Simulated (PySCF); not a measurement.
AlGeH₅. Atoms are numbered in the order given.

```xyz
7

Al    -1.6874    -0.0992    -0.3988
Ge     0.7195     0.0397     0.1692
H      1.5412    -1.1764    -0.2986
H      1.3688     1.2885    -0.4639
H      0.9358     0.1714     1.6911
H     -2.6725     1.0457     0.0912
H     -2.2628    -1.3102    -1.2488
```

Geometry: PBE0-D3(BJ)/def2-TZVP.

Level of theory: PySCF with TDDFT-PBE0/def2-SVPD.

Vertical excitations. 

```
state  energy (eV)  λ (nm)      f                                            main pairs
-----  -----------  ------  -----  ----------------------------------------------------
S1            4.18     296  0.003                                        HOMO→LUMO 99 %
S2            5.03     247  0.000                                      HOMO−1→LUMO 99 %
S3            6.30     197  0.002                                      HOMO−3→LUMO 98 %
S4            6.38     194  0.002                    HOMO−2→LUMO 79 %, HOMO→LUMO+1 17 %
S5            6.65     187  0.220                    HOMO→LUMO+1 76 %, HOMO−2→LUMO 14 %
S6            6.85     181  0.044                                      HOMO→LUMO+2 91 %
S7            7.20     172  0.280                                      HOMO→LUMO+3 78 %
S8            7.42     167  0.053                    HOMO→LUMO+5 47 %, HOMO→LUMO+4 45 %
S9            7.52     165  0.082                    HOMO→LUMO+5 49 %, HOMO→LUMO+4 41 %
S10           7.58     164  0.021                                    HOMO−1→LUMO+1 94 %
T1            3.58     346      0                                        HOMO→LUMO 98 %
T2            4.55     273      0                                      HOMO−1→LUMO 96 %
T3            5.78     214      0  HOMO→LUMO+1 48 %, HOMO−2→LUMO 26 %, HOMO→LUMO+2 19 %
T4            5.94     209      0                    HOMO→LUMO+2 65 %, HOMO→LUMO+1 21 %
```
Triplets are in the Tamm–Dancoff approximation, which puts them higher than full response would, so one can lie above its singlet here.
